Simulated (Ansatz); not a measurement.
Ansatz (a program for electronic structure) input file for C3HBrClF, SMILES ClC=C=C(F)Br, PBE-D3(BJ)/def2-SVP. 

Ansatz 0.2 input:
```yaml
crystal:
  periodic: [false, false, false]
  atoms:
    - {symbol: F, position_ang: [1.26375329, -1.72917067, -0.20458753]}
    - {symbol: C, position_ang: [0.52775595, -0.66239633, 0.09933354]}
    - {symbol: Br, position_ang: [1.61184282, 0.86279761, 0.45788295]}
    - {symbol: C, position_ang: [-0.76391307, -0.66293047, 0.20665748]}
    - {symbol: C, position_ang: [-2.05767950, -0.57004392, 0.26086774]}
    - {symbol: Cl, position_ang: [-3.02345205, -0.14675212, -1.10253170]}
    - {symbol: H, position_ang: [-2.62657380, -0.76836963, 1.15727054]}
basis:
  gaussian:
    orbitals: def2-SVP
hamiltonian:
  xc: pbe
  dispersion: d3bj
relax: {f_tol: 0.002, max_steps: 200}
```

Output:

```
Functional definition: PBE
integrals: 0.06 GiB planned
1220 factors; their error is unknown
mean field: 0.30 GiB planned
mean field evaluation 1: about -88363.0776 eV, gradient 5.9e1 eV
mean field evaluation 2: about -88336.8585 eV, gradient 1.1e2 eV
mean field evaluation 4: about -88370.7012 eV, gradient 2.3e1 eV
mean field evaluation 8: about -88372.0907 eV, gradient 1.6e-1 eV
mean field evaluation 16: about -88371.9890 eV, gradient 2.4e-3 eV
mean field -88371.98902200 eV, -3247.6106958730 hartree, gradient 9.6e-6 eV, S^2 0.000000; 0 other end points of the search recorded, 0 dependent functions left out
the calculation of the forces begins
reference -88371.98905017 eV, -3247.6106969081 hartree; 40, 40 occupied and 71, 71 virtual orbitals, 1220 factors
relax step   1: F+E_penalty+E_count = -88372.17101965 eV  Δ(F+E_penalty+E_count) = +0.000e0 eV  max|allowed force component| = 1.206e0 eV/Å  Δτ_max = 0.0000 Å  (30 SCF iters, accepted)
these checks for a lower state are left out or cut short: starts, cluster_reference, orbital_swaps, neighbouring_geometries, increment
integrals: 0.06 GiB planned
1220 factors; their error is unknown
mean field: 0.30 GiB planned
mean field -88371.99540109 eV, -3247.6109303002 hartree, gradient 7.3e-6 eV, S^2 0.000000; 0 other end points of the search recorded, 0 dependent functions left out
the calculation of the forces begins
reference -88371.99542948 eV, -3247.6109313435 hartree; 40, 40 occupied and 71, 71 virtual orbitals, 1220 factors
relax step   2: F+E_penalty+E_count = -88372.17604662 eV  Δ(F+E_penalty+E_count) = -5.027e-3 eV  max|allowed force component| = 6.235e-1 eV/Å  Δτ_max = 0.0841 Å  (31 SCF iters, accepted)
these checks for a lower state are left out or cut short: starts, cluster_reference, orbital_swaps, neighbouring_geometries, increment
integrals: 0.06 GiB planned
1220 factors; their error is unknown
mean field: 0.29 GiB planned
mean field evaluation 32: about -88372.0207 eV, gradient 2.5e-4 eV
mean field -88372.02073554 eV, -3247.6118613239 hartree, gradient 2.2e-5 eV, S^2 0.000000; 0 other end points of the search recorded, 0 dependent functions left out
the calculation of the forces begins
reference -88372.02076388 eV, -3247.6118623656 hartree; 40, 40 occupied and 71, 71 virtual orbitals, 1220 factors
relax step   3: F+E_penalty+E_count = -88372.20131226 eV  Δ(F+E_penalty+E_count) = -2.527e-2 eV  max|allowed force component| = 7.067e-1 eV/Å  Δτ_max = 0.0898 Å  (30 SCF iters, accepted)
these checks for a lower state are left out or cut short: starts, cluster_reference, orbital_swaps, neighbouring_geometries, increment
integrals: 0.06 GiB planned
1220 factors; their error is unknown
mean field: 0.29 GiB planned
mean field -88372.03260024 eV, -3247.6122973439 hartree, gradient 8.1e-6 eV, S^2 0.000000; 0 other end points of the search recorded, 0 dependent functions left out
the calculation of the forces begins
reference -88372.03262849 eV, -3247.6122983820 hartree; 40, 40 occupied and 71, 71 virtual orbitals, 1220 factors
relax step   4: F+E_penalty+E_count = -88372.21307411 eV  Δ(F+E_penalty+E_count) = -1.176e-2 eV  max|allowed force component| = 3.572e-1 eV/Å  Δτ_max = 0.0279 Å  (32 SCF iters, accepted)
these checks for a lower state are left out or cut short: starts, cluster_reference, orbital_swaps, neighbouring_geometries, increment
integrals: 0.06 GiB planned
1220 factors; their error is unknown
mean field: 0.29 GiB planned
mean field -88372.03383856 eV, -3247.6123428511 hartree, gradient 7.7e-6 eV, S^2 0.000000; 0 other end points of the search recorded, 0 dependent functions left out
the calculation of the forces begins
reference -88372.03386682 eV, -3247.6123438898 hartree; 40, 40 occupied and 71, 71 virtual orbitals, 1220 factors
relax step   5: F+E_penalty+E_count = -88372.21409083 eV  Δ(F+E_penalty+E_count) = -1.017e-3 eV  max|allowed force component| = 1.913e-1 eV/Å  Δτ_max = 0.0387 Å  (31 SCF iters, accepted)
these checks for a lower state are left out or cut short: starts, cluster_reference, orbital_swaps, neighbouring_geometries, increment
integrals: 0.06 GiB planned
1220 factors; their error is unknown
mean field: 0.29 GiB planned
mean field -88372.03781591 eV, -3247.6124890162 hartree, gradient 8.2e-6 eV, S^2 0.000000; 0 other end points of the search recorded, 0 dependent functions left out
the calculation of the forces begins
reference -88372.03784417 eV, -3247.6124900545 hartree; 40, 40 occupied and 71, 71 virtual orbitals, 1220 factors
relax step   6: F+E_penalty+E_count = -88372.21788219 eV  Δ(F+E_penalty+E_count) = -3.791e-3 eV  max|allowed force component| = 6.560e-2 eV/Å  Δτ_max = 0.0230 Å  (31 SCF iters, accepted)
these checks for a lower state are left out or cut short: starts, cluster_reference, orbital_swaps, neighbouring_geometries, increment
integrals: 0.06 GiB planned
1220 factors; their error is unknown
mean field: 0.29 GiB planned
mean field -88372.03813581 eV, -3247.6125007723 hartree, gradient 8.1e-6 eV, S^2 0.000000; 0 other end points of the search recorded, 0 dependent functions left out
the calculation of the forces begins
reference -88372.03816407 eV, -3247.6125018106 hartree; 40, 40 occupied and 71, 71 virtual orbitals, 1220 factors
relax step   7: F+E_penalty+E_count = -88372.21811911 eV  Δ(F+E_penalty+E_count) = -2.369e-4 eV  max|allowed force component| = 5.204e-2 eV/Å  Δτ_max = 0.0049 Å  (33 SCF iters, accepted)
these checks for a lower state are left out or cut short: starts, cluster_reference, orbital_swaps, neighbouring_geometries, increment
integrals: 0.06 GiB planned
1220 factors; their error is unknown
mean field: 0.30 GiB planned
mean field evaluation 64: about -88372.1394 eV, gradient 5.6e-1 eV
mean field -88372.03855837 eV, -3247.6125163011 hartree, gradient 8.1e-6 eV, S^2 0.000000; 0 other end points of the search recorded, 0 dependent functions left out
the calculation of the forces begins
reference -88372.03858663 eV, -3247.6125173396 hartree; 40, 40 occupied and 71, 71 virtual orbitals, 1220 factors
relax step   8: F+E_penalty+E_count = -88372.21839017 eV  Δ(F+E_penalty+E_count) = -2.711e-4 eV  max|allowed force component| = 3.869e-2 eV/Å  Δτ_max = 0.0086 Å  (33 SCF iters, accepted)
these checks for a lower state are left out or cut short: starts, cluster_reference, orbital_swaps, neighbouring_geometries, increment
integrals: 0.06 GiB planned
1220 factors; their error is unknown
mean field: 0.29 GiB planned
mean field -88372.03904264 eV, -3247.6125340974 hartree, gradient 8.1e-6 eV, S^2 0.000000; 0 other end points of the search recorded, 0 dependent functions left out
the calculation of the forces begins
reference -88372.03907092 eV, -3247.6125351367 hartree; 40, 40 occupied and 71, 71 virtual orbitals, 1220 factors
relax step   9: F+E_penalty+E_count = -88372.21873737 eV  Δ(F+E_penalty+E_count) = -3.472e-4 eV  max|allowed force component| = 1.940e-2 eV/Å  Δτ_max = 0.0188 Å  (31 SCF iters, accepted)
these checks for a lower state are left out or cut short: starts, cluster_reference, orbital_swaps, neighbouring_geometries, increment
integrals: 0.06 GiB planned
1220 factors; their error is unknown
mean field: 0.29 GiB planned
mean field -88372.03914193 eV, -3247.6125377463 hartree, gradient 1.7e-5 eV, S^2 0.000000; 0 other end points of the search recorded, 0 dependent functions left out
the calculation of the forces begins
reference -88372.03917021 eV, -3247.6125387856 hartree; 40, 40 occupied and 71, 71 virtual orbitals, 1220 factors
relax step  10: F+E_penalty+E_count = -88372.21878441 eV  Δ(F+E_penalty+E_count) = -4.704e-5 eV  max|allowed force component| = 6.517e-3 eV/Å  Δτ_max = 0.0025 Å  (24 SCF iters, accepted)
these checks for a lower state are left out or cut short: starts, cluster_reference, orbital_swaps, neighbouring_geometries, increment
integrals: 0.06 GiB planned
1220 factors; their error is unknown
mean field: 0.29 GiB planned
mean field -88372.03916415 eV, -3247.6125385630 hartree, gradient 8.5e-5 eV, S^2 0.000000; 0 other end points of the search recorded, 0 dependent functions left out
the calculation of the forces begins
reference -88372.03919244 eV, -3247.6125396024 hartree; 40, 40 occupied and 71, 71 virtual orbitals, 1220 factors
relax step  11: F+E_penalty+E_count = -88372.21878754 eV  Δ(F+E_penalty+E_count) = -3.135e-6 eV  max|allowed force component| = 3.665e-3 eV/Å  Δτ_max = 0.0014 Å  (21 SCF iters, accepted)
these checks for a lower state are left out or cut short: starts, cluster_reference, orbital_swaps, neighbouring_geometries, increment
integrals: 0.06 GiB planned
1220 factors; their error is unknown
mean field: 0.29 GiB planned
mean field -88372.03917071 eV, -3247.6125388040 hartree, gradient 3.5e-5 eV, S^2 0.000000; 0 other end points of the search recorded, 0 dependent functions left out
the calculation of the forces begins
reference -88372.03919900 eV, -3247.6125398436 hartree; 40, 40 occupied and 71, 71 virtual orbitals, 1220 factors
relax step  12: F+E_penalty+E_count = -88372.21878800 eV  Δ(F+E_penalty+E_count) = -4.561e-7 eV  max|allowed force component| = 2.564e-3 eV/Å  Δτ_max = 0.0004 Å  (20 SCF iters, accepted)
these checks for a lower state are left out or cut short: starts, cluster_reference, orbital_swaps, neighbouring_geometries, increment
integrals: 0.06 GiB planned
1220 factors; their error is unknown
mean field: 0.29 GiB planned
mean field -88372.03917129 eV, -3247.6125388252 hartree, gradient 2.2e-5 eV, S^2 0.000000; 0 other end points of the search recorded, 0 dependent functions left out
the calculation of the forces begins
reference -88372.03919957 eV, -3247.6125398648 hartree; 40, 40 occupied and 71, 71 virtual orbitals, 1220 factors
relax step  13: F+E_penalty+E_count = -88372.21878817 eV  Δ(F+E_penalty+E_count) = -1.700e-7 eV  max|allowed force component| = 7.008e-4 eV/Å  Δτ_max = 0.0002 Å  (20 SCF iters, accepted)
integrals: 0.06 GiB planned
1220 factors; their error is unknown
mean field: 0.29 GiB planned
mean field evaluation 96: about -88372.1408 eV, gradient 1.6e-1 eV
mean field -88372.03917129 eV, -3247.6125388252 hartree, gradient 2.2e-5 eV, S^2 0.000000; 1 other end points of the search recorded, 0 dependent functions left out
the calculation of the forces begins
reference -88372.03919957 eV, -3247.6125398648 hartree; 40, 40 occupied and 71, 71 virtual orbitals, 1220 factors
Total energy: -88372.21881646 eV, -3247.6191406634 hartree
Atom 0 at     1.283299    -1.740447    -0.192565 Å, force    -0.000503     0.000701     0.000225 eV/Å
Atom 1 at     0.559506    -0.661189     0.112999 Å, force    -0.000097    -0.000461    -0.000109 eV/Å
Atom 2 at     1.642152     0.857428     0.471300 Å, force    -0.000228    -0.000269    -0.000105 eV/Å
Atom 3 at    -0.753878    -0.635661     0.173712 Å, force     0.000476     0.000042     0.000065 eV/Å
Atom 4 at    -2.066555    -0.569573     0.245352 Å, force     0.000153     0.000124    -0.000258 eV/Å
Atom 5 at    -3.095553    -0.151629    -1.103104 Å, force     0.000154    -0.000045     0.000176 eV/Å
Atom 6 at    -2.637238    -0.775795     1.167200 Å, force     0.000046    -0.000093     0.000005 eV/Å
Dipole moment:    -0.114649     0.033746     0.185293 e Å
```

The run converged.
